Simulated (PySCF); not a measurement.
NICS in isomers of C5H5NO3.

NICS = −σ at a ghost point: NICS(0) at the centroid of the ring atoms, NICS(1) 1 Å to either side along the normal of their mean plane, zz for the tensor component along that normal. Level: GIAO PBE0/pcSseg-1 (PySCF, non-relativistic, gas phase) on the GFN2-xTB geometries, one conformer each. Atom numbers follow the mapped SMILES.

**Question.** Order these rings by mean NICS(1)zz, lowest (most negative) first (ppm).
A. ring C5–C6–N7–O8–C9 in `[CH3:1][O:2][C:3](=[O:4])[c:5]1[cH:6][n:7][o:8][cH:9]1`
B. ring C4–C5–O6–C7–O9 in `[CH3:1]/[N:2]=[CH:3]\[c:4]1[cH:5][o:6][c:7](=[O:8])[o:9]1`
C. ring C3–C4–O5–C6–O8–C9 in `[N:1]#[C:2][CH:3]1[CH2:4][O:5][C:6](=[O:7])[O:8][CH2:9]1`

**Answer.** A (-26.8), B (-10.1), C (0.6).

```tsv
SMILES	ring	NICS(0)	NICS(1)	NICS(1)zz	HOMA	rms pucker (Å)	ring atoms with four or more neighbours
COC(=O)c1cnoc1	5-membered ring with N and O; formal bonds all aromatic	-11.8	-11.1	-26.8	0.67	0.00	0
C/N=C\c1coc(=O)o1	5-membered ring with 2 O; bonds drawn aromatic by RDKit's count	-8.1	-4.9	-10.1	-0.28	0.00	0
N#CC1COC(=O)OC1	6-membered ring with 2 O; formal bonds all single	-3.5	-2.3	0.6	–	0.20	3
```

NICS(0) gives the same order. The isotropic NICS(1) gives the same order. HOMA uses Krygowski's 1993 parameters; it is left out where a ring has a four-coordinate atom, a triple bond, no multiple bond or a kind of bond without parameters. NICS(1) and NICS(1)zz are means over the two faces.
